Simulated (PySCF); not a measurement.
In(I)(Me)2 (C₂H₆IIn), SMILES [CH3][In]([CH3])[I]. Coordinates come from a PBE0-D3(BJ)/def2-SVP optimisation. The structure was generated by enumeration; whether it is a known compound was not checked. The def2 effective core potentials stand for the cores of I, In; spin–orbit coupling is left out.

Computed equilibrium geometry at PBE0-D3(BJ)/def2-SVP (PySCF confirms it by a frequency run) as a Z-matrix, and its point group:
point group C2.
```
In
C 1 2.1505
H 2 1.0987 1 111.78
H 2 1.0996 3 109.66 1 -120.68
H 2 1.0997 3 109.63 4 -118.67
C 1 2.1505 2 136.69 3 0.55
H 6 1.0987 1 111.78 2 0.55
H 6 1.0996 7 109.66 1 -120.68
H 6 1.0997 7 109.63 8 -118.67
I 1 2.7201 2 111.66 3 -179.45
```
